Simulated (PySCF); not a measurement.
C₄H₁₀O₂, charge +1, doublet, geometry from GFN2-xTB (a state made from the parent by changing its charge; the spin is typed, not shown lowest); MP2/STO-3G (PySCF).

Here is a job for PySCF.
```python
from pyscf import gto, scf, mp

mol = gto.M(
    atom='''
C     1.938721    0.925303    0.484624
O     0.887049    0.799477   -0.437014
C     0.637908   -0.441993   -0.966083
C    -0.375988   -1.263846   -0.048325
O    -1.590107   -0.640143   -0.031367
C    -1.715707    0.499226    0.747580
H     1.868583    0.195515    1.300053
H     1.898293    1.938853    0.881202
H     2.903571    0.770848   -0.013673
H     1.536449   -1.061644   -1.058811
H     0.146274   -0.299410   -1.932673
H    -0.505647   -2.248631   -0.502655
H     0.085686   -1.338986    0.946954
H    -2.746347    0.844002    0.665016
H    -1.438117    0.328684    1.795914
H    -1.033877    1.283949    0.358954
''',
    basis='sto-3g',
    charge=1,
    spin=1,
    verbose=4,
)

mf = scf.UHF(mol)
mf.kernel()

pt = mp.MP2(mf, frozen=6)
pt.kernel()
print('E(MP2) = %.10f' % pt.e_tot)
```

Output, abridged:

```
PySCF version 2.14.0

[INPUT] verbose = 4
[INPUT] num. atoms = 16
[INPUT] num. electrons = 49
[INPUT] charge = 1
[INPUT] spin (= nelec alpha-beta = 2S) = 1
[INPUT] symmetry False subgroup None
[INPUT] Mole.unit = angstrom
[INPUT] Symbol           X                Y                Z      unit          X                Y                Z       unit  Magmom
[INPUT]  1 C      1.938721000000   0.925303000000   0.484624000000 AA    3.663651721943   1.748569252238   0.915806633391 Bohr   0.0
[INPUT]  2 O      0.887049000000   0.799477000000  -0.437014000000 AA    1.676279669069   1.510792572889  -0.825836772601 Bohr   0.0
[INPUT]  3 C      0.637908000000  -0.441993000000  -0.966083000000 AA    1.205471412669  -0.835245718975  -1.825632283598 Bohr   0.0
[INPUT]  4 C     -0.375988000000  -1.263846000000  -0.048325000000 AA   -0.710514346123  -2.388322803627  -0.091321014970 Bohr   0.0
[INPUT]  5 O     -1.590107000000  -0.640143000000  -0.031367000000 AA   -3.004866738754  -1.209694950557  -0.059275039349 Bohr   0.0
[INPUT]  6 C     -1.715707000000   0.499226000000   0.747580000000 AA   -3.242216339999   0.943400414262   1.412721456202 Bohr   0.0
[INPUT]  7 H      1.868583000000   0.195515000000   1.300053000000 AA    3.531110111018   0.369469803244   2.456744117419 Bohr   0.0
[INPUT]  8 H      1.898293000000   1.938853000000   0.881202000000 AA    3.587253874179   3.663901165791   1.665230440419 Bohr   0.0
[INPUT]  9 H      2.903571000000   0.770848000000  -0.013673000000 AA    5.486953973230   1.456691603669  -0.025838225301 Bohr   0.0
[INPUT] 10 H      1.536449000000  -1.061644000000  -1.058811000000 AA    2.903467814362  -2.006216401788  -2.000862807677 Bohr   0.0
[INPUT] 11 H      0.146274000000  -0.299410000000  -1.932673000000 AA    0.276417799145  -0.565802898956  -3.652222658342 Bohr   0.0
[INPUT] 12 H     -0.505647000000  -2.248631000000  -0.502655000000 AA   -0.955534345708  -4.249296745207  -0.949880285143 Bohr   0.0
[INPUT] 13 H      0.085686000000  -1.338986000000   0.946954000000 AA    0.161923072709  -2.530316824627   1.789483712561 Bohr   0.0
[INPUT] 14 H     -2.746347000000   0.844002000000   0.665016000000 AA   -5.189843673021   1.594932628585   1.256698108454 Bohr   0.0
[INPUT] 15 H     -1.438117000000   0.328684000000   1.795914000000 AA   -2.717647265081   0.621122741527   3.393785603272 Bohr   0.0
[INPUT] 16 H     -1.033877000000   1.283949000000   0.358954000000 AA   -1.953744376487   2.426311967909   0.678324751317 Bohr   0.0

nuclear repulsion = 268.605035223276
number of shells = 28
number of NR pGTOs = 120
number of NR cGTOs = 40
basis = sto-3g
ecp = {}

******** <class 'pyscf.scf.uhf.UHF'> ********
method = UHF
initial guess = minao
damping factor = 0
level_shift factor = 0
DIIS = <class 'pyscf.scf.diis.CDIIS'>
diis_start_cycle = 1
diis_space = 8
diis_damp = 0
SCF conv_tol = 1e-09
SCF conv_tol_grad = None
SCF max_cycles = 50
direct_scf = True
direct_scf_tol = 1e-13
number electrons alpha = 25  beta = 24
Set gradient conv threshold to 3.16228e-05
init E= -304.231588882532

cycle= 1 E= -302.740540766743  delta_E= 1.49  |g|= 0.402  |ddm|= 3.31
cycle= 2 E= -302.849477925748  delta_E= -0.109  |g|= 0.175  |ddm|= 0.671
cycle= 3 E= -302.866477731188  delta_E= -0.017  |g|= 0.0356  |ddm|= 0.207
cycle= 4 E= -302.868979861237  delta_E= -0.0025  |g|= 0.0175  |ddm|= 0.0902
cycle= 5 E= -302.869751979849  delta_E= -0.000772  |g|= 0.0128  |ddm|= 0.047
cycle= 6 E= -302.87064679685  delta_E= -0.000895  |g|= 0.0144  |ddm|= 0.0651
cycle= 7 E= -302.869849737515  delta_E= 0.000797  |g|= 0.0123  |ddm|= 0.0631
cycle= 8 E= -302.868939016653  delta_E= 0.000911  |g|= 0.00429  |ddm|= 0.149
cycle= 9 E= -302.868956310598  delta_E= -1.73e-05  |g|= 0.00176  |ddm|= 0.02
cycle= 10 E= -302.868954336239  delta_E= 1.97e-06  |g|= 0.000626  |ddm|= 0.0145
cycle= 11 E= -302.868955254996  delta_E= -9.19e-07  |g|= 0.00027  |ddm|= 0.00355
cycle= 12 E= -302.868955531708  delta_E= -2.77e-07  |g|= 0.00014  |ddm|= 0.00129
cycle= 13 E= -302.868955636848  delta_E= -1.05e-07  |g|= 7.83e-05  |ddm|= 0.000859
cycle= 14 E= -302.86895567395  delta_E= -3.71e-08  |g|= 4.45e-05  |ddm|= 0.000542
cycle= 15 E= -302.86895568864  delta_E= -1.47e-08  |g|= 2.24e-05  |ddm|= 0.000487
cycle= 16 E= -302.868955689624  delta_E= -9.84e-10  |g|= 1.09e-05  |ddm|= 0.000147
Extra cycle  E= -302.868955689926  delta_E= -3.01e-10  |g|= 9.54e-06  |ddm|= 2.91e-05
converged SCF energy = -302.868955689926  <S^2> = 0.76732834  2S+1 = 2.0172539

******** <class 'pyscf.mp.ump2.UMP2'> ********
nocc = (np.int64(19), np.int64(18)), nmo = (34, 34)
frozen orbitals 6
E(UMP2) = -303.17898715955  E_corr = -0.310031469624707
E(SCS-UMP2) = -303.195663858511  E_corr = -0.32670816858528
E_corr(same-spin) = -0.05230337880504
E_corr(oppo-spin) = -0.257728090819667
E(MP2) = -303.1789871596
```
